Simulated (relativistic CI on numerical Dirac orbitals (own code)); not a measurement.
**Transition arrays of Sb11+**

Computed by Dirac-Coulomb-Breit CI, separate exchange-only KLI orbitals for each configuration, a model potential for QED, valence Slater integrals scaled by 0.9, whole transition arrays (own radial code, finite nucleus).

Configurations in the expansion (outside the closed core [Ar] 3d10 4s2): 4p⁶4d⁴, 4p⁶4d³4f, 4p⁵4d⁵, 4p⁶4d³5p, 4p⁶4d³5f. Levels of other configurations are missing.

All E1 lines from the levels of 4p⁶4d⁴; mean and standard deviation are weighted by gf, and upper levels are sorted by their leading configuration.

```csv
Upper configuration,Lines,Σgf,Mean (eV),Mean (nm),σ (eV),Strongest line (nm)
4p⁶4d³4f,2850,1026.7,98.35,12.606,2.54,12.621
4p⁵4d⁵,3131,725.2,99.66,12.441,3.60,12.254
4p⁶4d³5p,1807,150.7,90.17,13.750,3.68,12.608
4p⁶4d³5f,2825,1.9,143.12,8.663,2.96,8.503
```

Σgf per state of the lower configuration in bins of 0.1 nm over the central range (centre: value): 11.75: 0.05, 11.85: 0.06, 11.95: 0.09, 12.05: 0.13, 12.15: 0.29, 12.25: 0.60, 12.35: 0.96, 12.45: 1.17, 12.55: 2.24, 12.65: 1.79, 12.75: 0.52, 12.85: 0.11, 12.95: 0.08, 13.05: 0.06, 13.15: 0.04, 13.25: 0.04, 13.35: 0.03, 13.45: 0.03, 13.55: 0.04, 13.65: 0.04, 13.75: 0.10, 13.85: 0.08, 13.95: 0.11, 14.05: 0.09, 14.15: 0.05.

(1) How do configuration mixing and the scaling of the Slater integrals move the arrays?

## Answers

(1) Slater scale 0.9, no configuration mixing: 4p⁶4d³4f 90.9 ± 4.1 eV (Σgf 880.5), 4p⁵4d⁵ 90.6 ± 7.3 eV (Σgf 745.8), 4p⁶4d³5p 88.8 ± 2.0 eV (Σgf 120.3), 4p⁶4d³5f 144.6 ± 2.2 eV (Σgf 9.0); Slater scale 1: 4p⁶4d³4f 100.2 ± 2.6 eV (Σgf 1044.3), 4p⁵4d⁵ 101.7 ± 3.7 eV (Σgf 744.0), 4p⁶4d³5p 90.3 ± 4.1 eV (Σgf 148.3), 4p⁶4d³5f 143.1 ± 3.2 eV (Σgf 3.1); Slater scale 0.8: 4p⁶4d³4f 96.5 ± 2.4 eV (Σgf 998.7), 4p⁵4d⁵ 97.6 ± 3.6 eV (Σgf 703.9), 4p⁶4d³5p 90.3 ± 3.4 eV (Σgf 165.4), 4p⁶4d³5f 143.1 ± 2.8 eV (Σgf 1.2). With mixing, levels are counted to their leading configuration, so an array can shrink or vanish into another, and the sums then hold other lines.
